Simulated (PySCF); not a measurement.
**[VSe2]+: from structure and modes to constants**

Level of theory: B3LYP/[V def2-SVP, Se def2-SVP], no relativity, density fitting, PySCF.

The singlet minimum has C2v symmetry. Masses (u): V 50.94396, Se 79.91652.

```xyz
3
charge 1 multiplicity 1, angstrom
V     0.0000    0.0000   -0.9510
Se    1.7165    0.0000    0.3033
Se   -1.7165    0.0000    0.3033
```

Harmonic wavenumbers (cm⁻¹): 143.6 (a1, ×1), 435.3 (a1, ×1), 478.7 (b2, ×1).

What is the harmonic zero-point energy?

Half the sum of all 3 wavenumbers, 1058/2 = 529 cm⁻¹, which is 6.3 kJ/mol (1 cm⁻¹ = 0.0119627 kJ/mol).

Find the vibrational entropy and heat capacity at 298.15 K.

With u = 1.43878 ω/T, each mode gives S = R[u/(eᵘ−1) − ln(1−e⁻ᵘ)] and C = R u² eᵘ/(eᵘ−1)².
```json
{"ω (cm⁻¹)": "143.6", "u": "0.693", "S (J/(mol K))": "11.53", "C (J/(mol K))": "7.99"}
{"ω (cm⁻¹)": "435.3", "u": "2.101", "S (J/(mol K))": "3.52", "C (J/(mol K))": "5.83"}
{"ω (cm⁻¹)": "478.7", "u": "2.310", "S (J/(mol K))": "2.99", "C (J/(mol K))": "5.43"}
```
The sums over all modes are S = 18.0 and C = 19.2 J/(mol K); the softest mode gives 64 % of the entropy.

Give the standard entropy (298.15 K, 1 bar) by its translational, rotational, vibrational and spin parts, and Cp.

Sackur–Tetrode with M = 210.78 u gives 175.6; rotation with symmetry number 2 gives 111.5; vibration 18.0; spin R ln 1 = 0.0. The total is 305.1 J/(mol K), and Cp = 4 R + 19.2 = 52.5 J/(mol K).

This need not be the most stable arrangement of these atoms.
